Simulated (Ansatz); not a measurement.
Two isomers of C3H7NSi: A = `C[SiH2]C1C=N1`, B = `NC1=C[SiH2]C1`.

Calculated with Ansatz (gas phase, PBE0-D4/def2-TZVP geometries, no zero-point term in ΔE). CCSD(T)/CBS adds triple-zeta CCSD(T) − MP2 to the extrapolated MP2 energy (def2 sets, frozen cores). DFT in def2-TZVPP. Each species was taken in one conformer, which may not be the lowest.

Question: Which is lower in electronic energy at CCSD(T)/CBS, and by how much? (Best estimate.)

Answer: Ansatz gave: B, by 29.3 kcal/mol.

Question: Give E(B) − E(A) in kcal/mol with PBE0-D4, B2PLYP, CCSD(T)/def2-TZVPP, PBE-D4, ωB97M-V, BLYP-D4, CCSD/def2-TZVPP. (Best estimate.)

Answer: Computed: PBE0-D4 -33.2, B2PLYP -28.9, CCSD(T)/def2-TZVPP -27.9, PBE-D4 -30.8, ωB97M-V -30.3, BLYP-D4 -27.2, CCSD/def2-TZVPP -28.4. None reverses the order clearly.

Question: Does the order hold for the free energy at 298.15 K (harmonic terms from PBE0-D4)? (An estimate is asked.)

Answer: Computed: Yes: G(B) − G(A) = -25.2 kcal/mol, for one conformer each. Modes under 60 cm⁻¹, often nearly free rotors, make the harmonic entropy too high.

Largest T1 diagnostic: 0.012.

At CCSD(T), def2-SVP lies +3.4 kcal/mol from the extrapolated value and def2-TZVPP +1.3 kcal/mol. From BLYP to BHLYP (50 % exact exchange), in def2-TZVPP and without D4, E(B) − E(A) moves by −5.8 kcal/mol.
